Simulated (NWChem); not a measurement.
Molecule: Si2H6O3; SMILES [SiH3][Si](O)(O)O

```xyz
11

O     -1.4465    -0.0440    -1.1531
Si     0.0767    -0.0180    -0.4701
O      0.7577     1.3582    -1.1012
O      1.0077    -1.3250    -0.8860
Si    -0.0026    -0.0299     1.8653
H     -2.0020    -0.8066    -0.9377
H      0.1207     1.9682    -1.5014
H      1.3463    -1.3168    -1.7950
H     -0.6632    -1.2702     2.3644
H     -0.8038     1.1303     2.3478
H      1.3571     0.0555     2.4631
```
Atoms are numbered in this order, from 1.

Computed with NWChem. Pople sets run with spherical d functions. Geometry: optimised at B3LYP/6-31G* (spherical d). Vzz is the largest principal value of the second derivative of the potential at the nucleus (NWChem prints the opposite sign); η is the asymmetry. Non-relativistic.

```
level                   Vzz O3 (a.u.)  η O3  Vzz O4 (a.u.)  η O4
----------------------  -------------  ----  -------------  ----
CAM-B3LYP/def2-SVP              1.435  0.52          1.425  0.48
CAM-B3LYP/6-31G*                1.371  0.54          1.363  0.50
Hartree-Fock/cc-pVTZ            1.458  0.50          1.450  0.49
Hartree-Fock/def2-TZVP          1.463  0.50          1.456  0.49
```
